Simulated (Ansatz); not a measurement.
Ansatz (a quantum-chemistry and plane-wave program) input (B3LYP/6-31G**): The .json file is the Basis Set Exchange's 6-31G**.

Ansatz 0.2 input:
```yaml
crystal:
  periodic: [false, false, false]
  atoms:
    - {symbol: C, position_ang: [-1.70345816, -0.82158574, -0.42605077]}
    - {symbol: C, position_ang: [-0.57951860, 0.05057871, 0.16201849]}
    - {symbol: C, position_ang: [-0.52169045, 1.42769907, -0.49865260]}
    - {symbol: C, position_ang: [0.69230231, -0.73077476, -0.00652922]}
    - {symbol: O, position_ang: [1.86069893, 0.06915361, 0.67621405]}
    - {symbol: H, position_ang: [-2.65467468, -0.30859008, -0.29303817]}
    - {symbol: H, position_ang: [-1.77366522, -1.79206422, 0.06621758]}
    - {symbol: H, position_ang: [-1.55782401, -0.98073214, -1.49585457]}
    - {symbol: H, position_ang: [-0.77544493, 0.15857401, 1.23661376]}
    - {symbol: H, position_ang: [-0.35550657, 1.33457491, -1.57377631]}
    - {symbol: H, position_ang: [0.26553022, 2.06089505, -0.08740342]}
    - {symbol: H, position_ang: [-1.46813513, 1.94616339, -0.35210667]}
    - {symbol: H, position_ang: [0.69901426, -1.69909476, 0.48738837]}
    - {symbol: H, position_ang: [1.04608912, -0.78957378, -1.03264474]}
    - {symbol: H, position_ang: [2.72140072, -0.38873599, 0.66588578]}
    - {symbol: H, position_ang: [1.64181404, 0.34985113, 1.58429050]}
basis:
  gaussian:
    orbitals: 6-31G__.json
hamiltonian:
  xc: {name: B3LYP}
total_charge: 1
output: {forces: true}
```

Output:

```
Functional definition: B3LYP
integrals: 0.10 GiB planned
1284 factors; integrals over basis functions are off by at most 1.1e-3 eV
mean field: 0.54 GiB planned
mean field evaluation 1: about -6352.3076 eV, gradient 8.2e1 eV
mean field evaluation 2: about -6344.5454 eV, gradient 1.0e2 eV
mean field evaluation 4: about -6367.2307 eV, gradient 4.1e0 eV
mean field evaluation 8: about -6367.4568 eV, gradient 3.4e-1 eV
mean field evaluation 16: about -6367.4570 eV, gradient 2.9e-5 eV
mean field -6367.45701050 eV, -233.9997291185 hartree, gradient 2.9e-5 eV, S^2 0.000000; 0 other end points of the search recorded, 0 dependent functions left out
the calculation of the forces begins
reference -6367.45720622 eV, -233.9997363112 hartree; 21, 21 occupied and 109, 109 virtual orbitals, 1284 factors
Total energy: -6367.45720622 eV, -233.9997363112 hartree
Atom 0 at    -1.703458    -0.821586    -0.426051 Å, force    -0.015614    -0.038755    -0.018852 eV/Å
Atom 1 at    -0.579519     0.050579     0.162018 Å, force    -0.052922     0.056791     0.032062 eV/Å
Atom 2 at    -0.521690     1.427699    -0.498653 Å, force     0.001404     0.051055    -0.021057 eV/Å
Atom 3 at     0.692302    -0.730775    -0.006529 Å, force     0.121765     0.001618     0.063635 eV/Å
Atom 4 at     1.860699     0.069154     0.676214 Å, force    -0.044677     0.013715    -0.090130 eV/Å
Atom 5 at    -2.654675    -0.308590    -0.293038 Å, force    -0.104784     0.043958     0.012076 eV/Å
Atom 6 at    -1.773665    -1.792064     0.066218 Å, force    -0.026804    -0.105171     0.045921 eV/Å
Atom 7 at    -1.557824    -0.980732    -1.495855 Å, force    -0.006256    -0.024454    -0.110319 eV/Å
Atom 8 at    -0.775445     0.158574     1.236614 Å, force    -0.023976     0.006333     0.115278 eV/Å
Atom 9 at    -0.355507     1.334575    -1.573776 Å, force     0.013823     0.011425    -0.110580 eV/Å
Atom 10 at     0.265530     2.060895    -0.087403 Å, force     0.079951     0.071458     0.036768 eV/Å
Atom 11 at    -1.468135     1.946163    -0.352107 Å, force    -0.096742     0.063709     0.008434 eV/Å
Atom 12 at     0.699014    -1.699095     0.487388 Å, force     0.010811    -0.129373     0.045069 eV/Å
Atom 13 at     1.046089    -0.789574    -1.032645 Å, force     0.049281    -0.015081    -0.109429 eV/Å
Atom 14 at     2.721401    -0.388736     0.665886 Å, force     0.094532    -0.033034     0.007788 eV/Å
Atom 15 at     1.641814     0.349851     1.584291 Å, force     0.000208     0.025805     0.093338 eV/Å
Dipole moment:     1.112592    -0.312331     0.581222 e Å
```

The dipole moment of an ion depends on the origin.

The geometry given is a B3LYP-D3(BJ)/def2-TZVP minimum.
